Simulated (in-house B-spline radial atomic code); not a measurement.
Configurations of Fe V (Fe4+), with energies counted from [Ar] 3d4. Level of theory: scalar-relativistic (X2C) HSE06, spin-polarised, spherical fractional occupations, exact exchange averaged over the configuration, Fermi nucleus of rms radius 3.7377 fm; calculated with an all-electron radial atomic-structure program (B-spline basis). Shells without spins written out take the highest spin.

Occupations are held fixed; configurations that lie above the ionisation limit could autoionise.

```
       configuration  E - E(ref) (eV)  highest orbital  its <r> (bohr)
    [Ne] 3s2 3p5 3d5           47.956            3d up          0.9035
        [Ar] 3d3 4f1           54.019            4f up            3.37
[Ne] 3s2 3p5 3d4 4f1           103.39            4f up           3.348
```

Order these further configurations by energy, lowest first.
A. [Ne] 3s2 3p5 3d4 4p1
B. [Ar] 3d3 4p1
C. [Ar] 3d3 4s1
D. [Ne] 3s2 3p5 3d4 4s1

C (23.455 eV), B (32.24 eV), D (72.552 eV), A (81.399 eV).
